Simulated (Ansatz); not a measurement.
Calculated with Ansatz (gas phase, PBE0-D4/def2-TZVP geometries, no zero-point term in ΔE). CBS: MP2 limit from def2 TZ/QZ plus the TZ coupled-cluster correction, frozen cores. This one scheme is used for every species. Functionals use def2-TZVPP. B3LYP here is the variant with VWN-RPA as its local correlation; programs differ in this. Elements past krypton have def2 core potentials. For Sn outer-core shells are correlated without core-valence functions, which leaves a few kJ/mol of doubt a bond. Each species was taken in one conformer, which may not be the lowest.

Reaction (ligand exchange at the Sn–S bond): `C[S][SnH]([F])[Cl]` + ethylmethylamine → `CC[N](C)[SnH]([F])[Cl]` + CH₃SH

`C[S][SnH]([F])[Cl]`:

Z-matrix (Å, degrees):
```
C
S 1 1.821
H 1 1.089 2 111.1
H 1 1.090 2 105.6 3 118.2
H 1 1.088 2 111.1 3 -123.4
Sn 2 2.357 1 99.1 3 59.1
Cl 6 2.316 2 109.5 1 -49.6
F 6 1.916 2 107.4 1 60.1
H 6 1.694 2 117.5 1 -178.1
```

`CCNC`:

Z-matrix (Å, degrees):
```
C
C 1 1.514
H 1 1.092 2 110.6
H 1 1.092 2 111.0 3 120.6
H 1 1.094 2 111.0 3 -119.8
N 2 1.447 1 111.2 3 57.6
H 2 1.096 1 109.7 3 -61.5
H 2 1.106 1 109.7 3 -177.6
C 6 1.445 2 113.2 1 177.3
H 6 1.013 2 109.3 1 54.5
H 9 1.104 6 114.0 2 -54.9
H 9 1.094 6 109.5 2 65.4
H 9 1.092 6 109.9 2 -176.7
```

`CC[N](C)[SnH]([F])[Cl]`:

```xyz
16

C    -0.726    1.841    0.287
C     0.517    1.070   -0.099
N     0.228   -0.289   -0.511
C     1.419   -1.032   -0.875
Sn   -1.203   -1.299    0.454
F    -0.966   -3.076   -0.218
Cl   -0.778   -1.467    2.740
H    -1.192    1.435    1.194
H    -1.463    1.833   -0.521
H    -0.479    2.881    0.510
H     1.009    1.574   -0.943
H     1.237    1.092    0.735
H     1.164   -2.055   -1.154
H     2.164   -1.070   -0.067
H     1.892   -0.556   -1.742
H    -2.823   -0.882    0.211
```

CH₃SH:

Cartesian coordinates in Å:
```
C 0.206 -0.383 -0.228
S -0.351 0.565 1.205
H -0.626 -0.651 -0.879
H 0.647 -1.299 0.166
H 0.968 0.154 -0.792
H -0.844 1.613 0.528
```

CCSD(T)/CBS gives +53.2 kJ/mol.

Question: Another level gave +63.5 kJ/mol. Which?
A. B3LYP/def2-TZVPP
B. CAM-B3LYP/def2-TZVPP
C. LDA (SPW92)/def2-TZVPP
D. RPA@PBE/def2-TZVPP

Answer: B. CAM-B3LYP 63.5, RPA@PBE/def2-TZVPP 47.1, B3LYP 69.4, LDA (SPW92) 58.0 kJ/mol.

Largest T1 diagnostic among the species: 0.013.

Leaving LDA and LC-ωPBE aside and taking each functional with its dispersion term where it has one, the values, not all of them listed here, spread over 7.7 kJ/mol, from ωB97X-V to HSE06-D4. LDA lies −10.8 kJ/mol from PBE without D4. The D4 term adds −7.7 kJ/mol with B3LYP and −4.5 kJ/mol with PBE0; it sums over pairs of atoms, weighted by their polarisabilities, and B3LYP, whose exchange is more repulsive, gets the larger term. In def2-TZVPP, CCSD(T) changes the Hartree–Fock value by −21.2 kJ/mol (the triples alone add −2.2 kJ/mol) and MP2 by −20.9 kJ/mol.
